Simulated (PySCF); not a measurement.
HGe (SMILES [GeH]), doublet, geometry from GFN2-xTB; B3LYP/def2-SVP (PySCF).

The PySCF input:
```python
from pyscf import gto, scf, dft

mol = gto.Mole()
mol.atom = '''
    Ge   -0.00000000   -0.00000000   -0.04951318
    H     0.00000000    0.00000000    1.58442176
'''
mol.basis = 'def2-svp'
mol.spin = 1
mol.verbose = 5
mol.build()

mf = dft.UKS(mol)
mf.xc = 'b3lyp'
mf.kernel()
mf.analyze()
```

It wrote (shortened):

```
PySCF version 2.14.0

[INPUT] verbose = 5
[INPUT] max_memory = 4000
[INPUT] num. atoms = 2
[INPUT] num. electrons = 33
[INPUT] charge = 0
[INPUT] spin (= nelec alpha-beta = 2S) = 1
[INPUT] symmetry False subgroup None
[INPUT] Mole.unit = angstrom
[INPUT] Symbol           X                Y                Z      unit          X                Y                Z       unit  Magmom
[...]
[INPUT] ---------------- BASIS SET ----------------
[INPUT] l, kappa, [nprim/nctr], expnt,             c_1 c_2 ...
[INPUT] H
[...]
                                1.9622572         0.13796524
                                0.44453796        0.47831935
[...]
[INPUT] Ge
[...]
                                14097.497528      0.010910795654
                                3207.5477309      0.054183705943
                                905.76727269      0.18922820349
                                295.11014693      0.38612847001
                                101.84713141      0.30164050736
[...]
                                23.405292522      0.64616007369
                                9.6839116702      0.44188904568
[...]
                                2.896462216       0.73017169398
                                1.2553621412      0.46197222255
[...]
                                297.15626382      0.067986841689
                                94.353387522      0.26853856488
                                34.176329677      0.53659649219
                                12.816139615      0.35633514961
[...]
                                2.7717363939      0.56809365264
                                1.1458418175      0.27246539884
[...]
                                21.310849759      0.14536816132
                                7.3464792363      0.37134209859
                                2.5656271395      0.48002998436
[...]
nuclear repulsion = 10.3637362387513
number of shells = 15
number of NR pGTOs = 81
number of NR cGTOs = 37
basis = def2-svp
ecp = {}

******** <class 'pyscf.dft.uks.UKS'> ********
method = UKS
initial guess = minao
damping factor = 0
level_shift factor = 0
DIIS = <class 'pyscf.scf.diis.CDIIS'>
diis_start_cycle = 1
diis_space = 8
diis_damp = 0
SCF conv_tol = 1e-09
SCF conv_tol_grad = None
SCF max_cycles = 50
direct_scf = True
direct_scf_tol = 1e-13
number electrons alpha = 17  beta = 16
XC library pyscf.dft.libxc version 7.1.2
    S. Lehtola, C. Steigemann, M. J. T. Oliveira, and M. A. L. Marques,  SoftwareX 7, 1–5 (2018)
[...]
converged SCF energy = -2077.3150155671  <S^2> = 0.75235167  2S+1 = 2.0023503
Total Energy =                       -2077.315015567100545
[...]
0 Ge 4dz^2       0.00000   0.64039
0 Ge 4dxz        0.66036  -0.00000
0 Ge 4dx2-y2    -0.00000  -0.04023
0 Ge 5dxy       -0.00000  -0.00795
0 Ge 5dyz        0.06730   0.00000
0 Ge 5dz^2      -0.00000  -0.69811
0 Ge 5dxz       -0.73807   0.00000
0 Ge 5dx2-y2     0.00000   0.04322
1 H 1s           0.00000  -0.01565
1 H 2s          -0.00000   0.00672
1 H 2px          0.10459  -0.00000
1 H 2py         -0.00954  -0.00000
1 H 2pz         -0.00000   0.30249

To work with the spin densities directly, `use mulliken_meta_spin()` only printing them here.

 ** Mulliken spin pop alpha/beta on meta-lowdin orthogonal AOs **
 ** Mulliken Spin Density (per AO)  **
spin_pop of  0 Ge 1s        0.00000
spin_pop of  0 Ge 2s        0.00000
spin_pop of  0 Ge 3s       -0.00000
spin_pop of  0 Ge 4s        0.00890
spin_pop of  0 Ge 5s       -0.00009
spin_pop of  0 Ge 2px       0.00000
spin_pop of  0 Ge 2py       0.00000
spin_pop of  0 Ge 2pz       0.00000
spin_pop of  0 Ge 3px       0.00004
spin_pop of  0 Ge 3py      -0.00000
spin_pop of  0 Ge 3pz      -0.00000
spin_pop of  0 Ge 4px       0.98929
spin_pop of  0 Ge 4py       0.00823
spin_pop of  0 Ge 4pz       0.00915
spin_pop of  0 Ge 5px       0.00186
spin_pop of  0 Ge 5py       0.00002
spin_pop of  0 Ge 5pz       0.00003
spin_pop of  0 Ge 3dxy     -0.00011
spin_pop of  0 Ge 3dyz     -0.00002
spin_pop of  0 Ge 3dz^2    -0.00006
spin_pop of  0 Ge 3dxz     -0.00010
spin_pop of  0 Ge 3dx2-y2   -0.00010
spin_pop of  0 Ge 4dxy      0.00007
spin_pop of  0 Ge 4dyz      0.00002
spin_pop of  0 Ge 4dz^2     0.00054
spin_pop of  0 Ge 4dxz      0.00026
spin_pop of  0 Ge 4dx2-y2   -0.00036
spin_pop of  0 Ge 5dxy      0.00002
spin_pop of  0 Ge 5dyz      0.00001
spin_pop of  0 Ge 5dz^2     0.00030
spin_pop of  0 Ge 5dxz      0.00019
spin_pop of  0 Ge 5dx2-y2   -0.00019
spin_pop of  1 H 1s       -0.01815
spin_pop of  1 H 2s        0.00011
spin_pop of  1 H 2px       0.00022
spin_pop of  1 H 2py       0.00000
spin_pop of  1 H 2pz      -0.00004
 ** Mulliken Spin Density (per atom)  **
spin density of  0 Ge =      1.01787
spin density of  1 H =     -0.01787
 ** Mulliken pop alpha/beta on meta-lowdin orthogonal AOs **
 ** Mulliken pop       alpha | beta **
[...]
In total            17.00000 | 16.00000
 ** Mulliken atomic charges   ( Nelec_alpha | Nelec_beta ) **
charge of  0Ge =      0.08676  (    16.46555     15.44768 )
charge of  1H =     -0.08676  (     0.53445      0.55232 )
Dipole moment(X, Y, Z, Debye): -0.00000, -0.00000, -0.17270
```
